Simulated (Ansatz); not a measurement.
`[CH3][AlH][S][GeH3]` + `[F][InH2]` → `[F][InH][GeH3]` + `[CH3][AlH][SH]` at 600 K and 1 bar (formal exchange of groups at a Ge–S bond).

Computed with Ansatz on PBE0-D4/def2-TZVP structures; ΔE is electronic, products minus reactants. CCSD(T)/CBS adds triple-zeta CCSD(T) − MP2 to the extrapolated MP2 energy (def2 sets, frozen cores). This one scheme is used for every species. def2 core potentials past Kr. For Ge, In outer-core shells are correlated without core-valence functions, which leaves a few kJ/mol of doubt a bond. Scalar relativity is left out up to krypton. Each species was taken in one conformer, which may not be the lowest.

| species | CCSD(T)/CBS energy (Eh) | H − E (kJ/mol) | S (J/(mol·K)) |
| --- | --- | --- | --- |
| `[CH3][AlH][S][GeH3]` | -2758.22792 | 249.8 | 494.6 |
| `[F][InH2]` | -290.81142 | 65.6 | 306.8 |
| `[F][InH][GeH3]` | -2368.14594 | 132.6 | 438.3 |
| `[CH3][AlH][SH]` | -680.89694 | 186.2 | 392.5 |

H − E and S are ideal-gas, rigid-rotor, harmonic terms from PBE0-D4/def2-TZVP, for one conformer and one mirror image of each species. 1 Eh = 2625.50 kJ/mol, R = 8.31446 J/(mol·K).

Task: By hand: ΔE, ΔH, ΔS and ΔG.

Result: ΔE = (-2368.14594) + (-680.89694) − (-2758.22792) − (-290.81142) = -0.00354 Eh = -9.3 kJ/mol. Δ(H − E) = 132.6 + 186.2 − 249.8 − 65.6 = 3.4, so ΔH = -5.9 kJ/mol. ΔS = 438.3 + 392.5 − 494.6 − 306.8 = 29.4 J/(mol·K). ΔG = -5.9 − 600 × (29.4)/1000 = -23.5 kJ/mol.

Task: By hand: the equilibrium constant, and the temperature at which ΔG would vanish if ΔH and ΔS stayed fixed.

Result: log₁₀ K = −ΔG/(RT ln 10) = 2.0. ΔH and −TΔS have one sign here, so there is no such temperature. One of them is within its doubt of zero, so this could turn.

TΔS isn't small against ΔH here. A doubt of 5 kJ/mol in ΔE shifts log₁₀ K by 0.4 here. Other conformers and mirror images would add mixing entropy, several J/(mol·K) or more a flexible species. Modes under 60 cm⁻¹, often nearly free rotors, make the harmonic entropy too high. These are equilibria of isolated gas molecules and say nothing of rates. Largest T1 diagnostic: 0.016 (customary marks: 0.02 for closed shells, 0.045 for open ones).
